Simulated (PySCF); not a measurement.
```xyz
6
charge 0 multiplicity 2, angstrom
Ru   -0.1103    0.1266    0.0000
O    -0.6317   -1.4881    0.0000
O     1.5113    0.5277    0.0000
H    -1.2609    1.2375    0.0000
H    -0.7967    0.6017   -1.3360
H    -0.7967    0.6017    1.3360
```

All numbers come from UPBE0 in PySCF with Ru def2-TZVP with ECP28, O def2-TZVP, H def2-TZVP; scalar-relativistic core potentials, no spin–orbit coupling; density-fitted integrals.

This geometry of H3RuO2 is a stationary point at this level.

Question: What is the point group?

Answer: Cs.

Question: Is it a minimum?

Answer: Yes: all harmonic wavenumbers are real.

Question: Which band is strongest in the infrared?

Answer: 875 cm⁻¹ (a'), 124 km/mol.

Question: Give the ideal-gas entropy at 298.15 K and 1 bar by parts.

Answer: translation 170.2, rotation 98.5, vibration 26.3, spin 5.8; total 300.8 J/(mol K).

Question: What is the atomisation energy, with and without zero-point energy?

Answer: 1671 kJ/mol without, 1599 kJ/mol with.

Other isomers or separated fragments may lie lower. With open d or f shells other occupations or spin states may lie lower.
